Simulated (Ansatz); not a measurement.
Total energies of the cluster BeBr₂⁺ (the lowest doublet isomer of a short search) from Ansatz at PBE0-D4/def2-TZVP, gas phase (1 Eh = 27.2114 eV = 2625.5 kJ/mol). The reference geometry is relaxed at PBE0-D4/def2-TZVP.

```xyz
3

Be    0.000   -0.001    0.000
Br   -0.449   -1.241    1.476
Br    0.448    1.242   -1.476
```

```json
{"state": "charge 1 doublet", "geometry": "reference", "energy (Eh)": "-5162.17096"}
{"state": "charge 0 singlet", "geometry": "reference", "energy (Eh)": "-5162.57386"}
{"state": "charge 1 quartet", "geometry": "relaxed at PBE0-D4/def2-TZVP", "energy (Eh)": "-5162.01345"}
```

(1) Work out the vertical electron affinity, to the singlet.

(2) Which of the charge 1 states is lowest, and how far above it are the others?

(1) E(charge 1 doublet) − E(charge 0 singlet) = -5162.17096 − (-5162.57386) = 0.40290 Eh = 10.96 eV.

(2) The doublet. quartet: -5162.01345 − (-5162.17096) = 0.15751 Eh = 413.5 kJ/mol.

The structure comes from a short search, and lower isomers may exist.
